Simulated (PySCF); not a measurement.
Sb(Me)2 (C2H6Sb), SMILES [CH3][Sb][CH3], multiplicity 2.

Geometry: B3LYP-D3(BJ)/def2-SVP. The multiplicity is an assumed one; other spin states were not compared. The isomer is the one that the SMILES or the coordinates give; other isomers of the formula were not compared. The def2 effective core potentials stand for the cores of Sb; spin–orbit coupling is left out.

Calculation: PySCF with B3LYP/def2-TZVPD.

Computed frontier levels, dipole moment and polarisability:
| Property | Value |
|---|---|
| α spin, highest occupied and lowest empty level | -5.30 and -0.50 eV |
| β spin, highest occupied and lowest empty level | -6.87 and -2.79 eV |
| dipole moment | 0.54 D |
| quadrupole, principal values (traceless, Buckingham form, about the centre of nuclear charge) | -1.32, 0.13, 1.19 D·Å |
| mean static polarisability | 75.4 bohr³ (11.17 Å³) |
| polarisability, principal values | 63.6, 78.0, 84.5 bohr³ |
| ⟨S²⟩ | 0.753 (pure state 0.75) |
